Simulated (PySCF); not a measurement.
**Te⁺ (tellurium, charge +1) across methods**

[Kr] 4d10 5s1 5p4, high-spin 4P determinant (an excited configuration). Calculation: PySCF 2.14, in x2c-TZVPPall; the spin-free X2C one-electron Hamiltonian (Gaussian nucleus).

| method | E (hartree) | mean ε 5s α (eV) | mean ε 5p α (eV) | mean ε 5p β (eV) | Σ⟨r²⟩ (bohr²) | ⟨S²⟩ |
| --- | --- | --- | --- | --- | --- | --- |
| PBE | -6792.57 | -25.161 | -15.196 | -13.164 | 51.15 | 3.753 |
| r2SCAN | -6793.03 | -26.074 | -15.690 | -13.206 | 51.23 | 3.757 |
| MN15 | -6797.53 | -28.071 | -17.154 | -14.629 | 50.80 | 3.753 |
| BP86 | -6793.77 | -25.289 | -15.288 | -13.367 | 51.15 | 3.753 |
| UHF | -6790.22766 | -32.999 | -19.693 | -14.948 | 51.97 | 3.763 |
| wB97M-V | -6792.56 | -30.005 | -18.607 | -15.916 | 51.27 | 3.754 |
| LDA | -6786.65 | -25.356 | -15.294 | -13.368 | 51.10 | 3.752 |
| PBE0 | -6792.66 | -27.329 | -16.495 | -13.923 | 51.16 | 3.754 |
| B97-3 | -6792.62 | -27.359 | -16.452 | -13.895 | 51.28 | 3.755 |
